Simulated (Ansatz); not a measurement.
Basis-set extrapolation for CH₅BO₂ (`OBCO`) (PBE0-D4/def2-TZVP geometry, frozen core, Ansatz 0.2.0). Multiplicity 1, RHF reference.

|  | def2-TZVPP | def2-QZVPP |
| --- | --- | --- |
| HF | -215.321177 | -215.331735 |
| MP2 correlation | -0.754901 | -0.812196 |
| CCSD(T) correlation | -0.808544 | not run |

Energies in hartree. Use E(X) = E(∞) + A·exp(−7.88·√X) for Hartree–Fock and E(X) = E(∞) + B·X^(−2.97) for correlation, with X = 3 and 4, and add CCSD(T) minus MP2 of the smaller set to the MP2 limit.

**Question.** What is the CCSD(T) energy at the basis-set limit?

**Answer.** HF limit: -215.331735 + (-0.010558) × 0.13774 = -215.33319. MP2 limit: -0.812196 + (-0.057295) × 0.74074 = -0.85464. Higher-order term: -0.808544 − (-0.754901) = -0.05364. Total: -216.24147 hartree, 293.4 kJ/mol below CCSD(T)/def2-TZVPP.
